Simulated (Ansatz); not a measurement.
The inner images of a band of AlF2H4N (8 atoms, charge 0, multiplicity 1) are given out of order.

These are results of RKS PBE-D4/6-31G* in Ansatz 0.2.0, not measurements.

Initial state:

```xyz
8
Properties=species:S:1:pos:R:3
Al 0.011 -0.043 0.205
H -0.237 0.894 1.480
F 1.545 -0.040 -0.494
F -1.266 -0.273 -0.870
N 0.069 -1.963 0.959
H -0.668 -2.520 0.508
H 0.976 -2.386 0.727
H -0.062 -2.016 1.977
```

Final state:

```xyz
8
Properties=species:S:1:pos:R:3
Al 0.108 -0.674 -0.156
H -0.256 0.518 2.011
F 1.496 0.229 -0.306
F -1.322 -0.020 -0.697
N 0.167 -2.342 0.451
H -0.621 -2.986 0.405
H 1.033 -2.846 0.635
H -0.238 -0.225 2.150
```

Q: Put them in order from the first end to the last, with their energies above the first end.
A.
```xyz
8
Properties=species:S:1:pos:R:3
Al 0.101 -0.568 -0.143
H -0.247 0.206 1.940
F 1.510 0.277 -0.398
F -1.311 0.038 -0.780
N 0.145 -2.206 0.567
H -0.659 -2.830 0.589
H 1.003 -2.699 0.804
H -0.174 -0.564 1.914
```
B.
```xyz
8
Properties=species:S:1:pos:R:3
Al 0.040 -0.106 0.096
H -0.213 0.420 1.605
F 1.567 0.152 -0.549
F -1.268 -0.065 -0.953
N 0.074 -2.005 0.883
H -0.699 -2.653 0.689
H 0.956 -2.530 0.921
H -0.089 -1.559 1.800
```
C.
```xyz
8
Properties=species:S:1:pos:R:3
Al 0.027 -0.066 0.146
H -0.223 0.660 1.556
F 1.552 0.069 -0.548
F -1.260 -0.155 -0.932
N 0.070 -1.980 0.925
H -0.681 -2.600 0.596
H 0.966 -2.474 0.824
H -0.083 -1.799 1.925
```
D.
```xyz
8
Properties=species:S:1:pos:R:3
Al 0.050 -0.214 0.041
H -0.205 0.203 1.653
F 1.565 0.202 -0.524
F -1.298 -0.031 -0.928
N 0.083 -2.019 0.870
H -0.697 -2.677 0.745
H 0.962 -2.544 0.971
H -0.091 -1.266 1.665
```
E.
```xyz
8
Properties=species:S:1:pos:R:3
Al 0.065 -0.355 -0.009
H -0.210 0.050 1.748
F 1.541 0.263 -0.467
F -1.314 0.014 -0.866
N 0.103 -2.064 0.788
H -0.676 -2.723 0.687
H 0.980 -2.580 0.908
H -0.121 -0.952 1.703
```

A: C (+0.05 eV), B (+0.23 eV), D (+0.75 eV), E (+1.41 eV), A (+0.97 eV).

Time of the run: 92 s on 1 thread of Intel(R) Xeon(R) Platinum 8488C (Sapphire Rapids), with other jobs on the host, peak memory 0.14 GiB.
